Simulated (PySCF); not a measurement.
C₄H₇F, SMILES CC/C=C\F.

Geometry optimised at B3LYP-D3(BJ)/def2-SVP. One conformer was computed; it need not be the lowest.

Two levels are set side by side: PBE/def2-TZVP (PySCF) and HF/def2-TZVP (PySCF). Same geometry, gas phase. Differences are taken from unrounded values.

```json
[
 {"quantity": "orbital gap (eV)", "HF": "13.64"},
 {"quantity": "highest occupied level (eV)", "HF": "-9.89"},
 {"quantity": "lowest empty level (eV)", "HF": "3.75"},
 {"quantity": "dipole moment (D)", "HF": "1.55"},
 {"quantity": "mean polarisability (bohr³)", "HF": "48.5"}
]
```

Task: What does PBE give, and how far is it from HF? (Estimate from the structure and the level; the computed values follow.)

Result: 
| quantity | PBE | PBE minus HF |
|---|---|---|
| orbital gap (eV) | 5.44 | -8.19 |
| highest occupied level (eV) | -5.99 | 3.90 |
| lowest empty level (eV) | -0.55 | -4.30 |
| dipole moment (D) | 1.20 | -0.35 |
| mean polarisability (bohr³) | 52.0 | 3.5 |

PBE's occupied levels lie high since its potential decays too fast outside the molecule; exact exchange lowers them and widens the gap. Loosely held outer electrons make PBE densities more polarisable. Differences between two approximate levels are no errors against the true value.

Rough cost on one machine, each run with all the roots and properties that it gave: HF against PBE about 1/3.
